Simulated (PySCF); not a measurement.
C$_{4}$H$_{9}$KO (SMILES CC(C)(C)[O][K]), singlet, geometry from GFN2-xTB (such geometries of metal compounds can be far from the true shape). Base run: CAMB3LYP/STO-3G (PySCF).

Here is a job for PySCF.
```python
from pyscf import gto, scf, dft

mol = gto.M(
    atom='''
K     1.421510    1.484991    0.735723
O    -0.312616    0.241030    0.766448
C    -0.616129   -0.600759   -0.248753
C     0.484044   -1.664851   -0.477299
C    -1.930818   -1.353731    0.085440
C    -0.835642    0.147465   -1.585497
H     0.195662   -2.369929   -1.252706
H     0.651502   -2.206419    0.450486
H     1.419720   -1.176156   -0.772860
H    -1.795003   -1.903156    1.011777
H    -2.205607   -2.040633   -0.710671
H    -2.724089   -0.627248    0.231583
H     0.090924    0.648671   -1.888708
H    -1.609560    0.898684   -1.448227
H    -1.140037   -0.535621   -2.374351
''',
    basis='sto-3g',
    charge=0,
    spin=0,
    verbose=4,
    symmetry=True,
)

mf = dft.RKS(mol)
mf.xc = 'camb3lyp'
mf.kernel()
mf.analyze()
```

The base run was repeated with changes; each row names its change, and settings that it needs were set with it.

```
change                     ΔE vs base (eV)  point group used  SCF cycles
-------------------------  ---------------  ----------------  ----------
base                                  0.00                Cs          11
irrep_nelec = A':40 A":20            21.16                Cs          12
symmetry = off                        0.00                C1          11
irrep_nelec = A':44 A":16            12.74                Cs          12
```
